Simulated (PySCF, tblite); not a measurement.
Species: C₇H₆NP.
Geometry (GFN2-xTB, Å), atoms numbered from 1 in this order:
```xyz
15
C7H6NP angstrom
C     -2.1973   -0.7141    0.0726
C     -0.8899    0.0212    0.0406
C     -0.8891    1.4060    0.0254
P      0.5000    2.4429   -0.0346
C      1.7606    1.2585   -0.0663
C      1.5492   -0.1146   -0.0474
C      2.6851   -0.9624   -0.0816
N      3.6047   -1.6460   -0.1105
C      0.2904   -0.7106    0.0036
H     -2.9729   -0.1123    0.5404
H     -2.1020   -1.6524    0.6146
H     -2.5142   -0.9435   -0.9456
H     -1.8489    1.9089    0.0543
H      2.7819    1.6171   -0.1028
H      0.2381   -1.7906    0.0153
```

Method: CAM-B3LYP/def2-SVPD in PySCF (dipole) on a GFN2-xTB geometry, gas phase.

Masses are those of the commonest isotopes; rigid-rotor values at the optimised geometry. 

Problem. What are A, B and C (GHz)?

Solution. Ia = 242.26, Ib = 436.85, Ic = 675.98 u·Å²; 505379 MHz·u·Å²/I gives 2086, 1157 and 747.6 MHz, that is A = 2.0861, B = 1.1569, C = 0.7476 GHz.

Problem. Classify the top.

Solution. An asymmetric top; Ray's κ = -0.389.

Problem. Is it planar, by Δ = Ic − Ia − Ib?

Solution. Not planar: Δ = Ic − Ia − Ib = -3.13 u·Å². For a rigid frame Δ = −2 Σ m c², so Σ m c² = 1.56 u·Å² lies off the ab plane, practically all of it from hydrogen. The atom farthest from that plane is 1.04 Å away.

Problem. Give the other two planar moments, Paa and Pbb, and the rms extents of the mass along the axes.

Solution. Paa = Σ m a² = (Ib + Ic − Ia)/2 = 435.29 and Pbb = Σ m b² = (Ia + Ic − Ib)/2 = 240.69 u·Å². With the mass M = 135.02 u, the rms extents √(P/M) along a, b and c are 1.80, 1.34, 0.11 Å.

Problem. Where do the levels up to J = 3 lie, in cm⁻¹?

Solution. Above 0(0,0):
J = 1: 1(0,1) 0.0635, 1(1,1) 0.0945, 1(1,0) 0.1082
J = 2: 2(0,2) 0.1870, 2(1,2) 0.2079, 2(1,1) 0.2489, 2(2,1) 0.3419, 2(2,0) 0.3455
J = 3: 3(0,3) 0.3645, 3(1,3) 0.3760, 3(1,2) 0.4573, 3(2,2) 0.5324, 3(2,1) 0.5491, 3(3,1) 0.7236, 3(3,0) 0.7242
The levels of one J sum to (2J + 1)J(J + 1)(A + B + C)/3.

Problem. Which lines would a microwave search look for?

Solution. The dipole components are |μa| = 4.29 D, |μb| = 1.05 D, |μc| = 0.04 D. Intensities carry the squares of the components, which stand as 1.00 : 0.06 : 0.00 (a : b : c). Some lines, for components of 0.1 D or more:

| type | branch | J(Ka,Kc) | MHz | lower level (cm⁻¹) |
| --- | --- | --- | --- | --- |
| a | Q | 2(1,1) ← 2(1,2) | 1228 | 0.208 |
| b | Q | 3(2,1) ← 3(1,2) | 2752 | 0.457 |
| b | R | 2(0,2) ← 1(1,1) | 2772 | 0.095 |
| b | Q | 2(2,0) ← 2(1,1) | 2896 | 0.249 |
| b | R | 3(1,2) ← 2(2,1) | 3460 | 0.342 |
| b | Q | 5(2,3) ← 5(1,4) | 3556 | 1.059 |
| b | Q | 4(2,3) ← 4(1,4) | 5595 | 0.597 |
| b | Q | 4(3,2) ← 4(2,3) | 5987 | 0.784 |
| b | R | 2(2,1) ← 1(1,0) | 7006 | 0.108 |
| b | Q | 4(4,0) ← 4(3,1) | 7668 | 0.988 |
| b | Q | 5(4,2) ← 5(3,3) | 7810 | 1.308 |
| b | R | 5(0,5) ← 4(1,4) | 8109 | 0.597 |
| a | R | 5(2,4) ← 4(2,3) | 9283 | 0.784 |
| a | R | 5(4,2) ← 4(4,1) | 9761 | 1.243 |
| b | R | 5(2,4) ← 4(1,3) | 10911 | 0.729 |
| b | R | 5(3,3) ← 4(2,2) | 14428 | 0.827 |

Its GFN2-xTB frequencies are all real (lowest 39 cm⁻¹). Constants of a rigid frame at the computed geometry: no zero-point averaging, no centrifugal distortion. A rigid rotor knows nothing of internal rotation, which can split or shift real lines. Quadrupole hyperfine structure (14N) is left out.
